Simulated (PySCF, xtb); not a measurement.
Ti(OH)4 (H4O4Ti), SMILES [Ti]([OH])([OH])([OH])[OH], multiplicity 1. Other conformers were not sampled.

Harmonic wavenumbers (cm⁻¹) from GFN2-xTB run with xtb 6.7.1 at its own minimum, in rising order: 111, 112, 127, 129, 151, 168, 169, 224, 277, 369, 370, 371, 392, 544, 627, 639, 639, 3589, 3591, 3591, 3594.

What does PBE-D3(BJ)/def2-SVP (PySCF) give at its own minimum? (Estimate from the structure and the level; the computed values follow.)

169, 169, 177, 177, 223, 239, 263, 263, 315, 473, 473, 495, 506, 690, 754, 777, 777, 3766, 3767, 3767, 3774. Paired by order, the mean absolute difference is 106 cm⁻¹ and the zero-point energies are 28.3 and 31.5 kcal/mol.
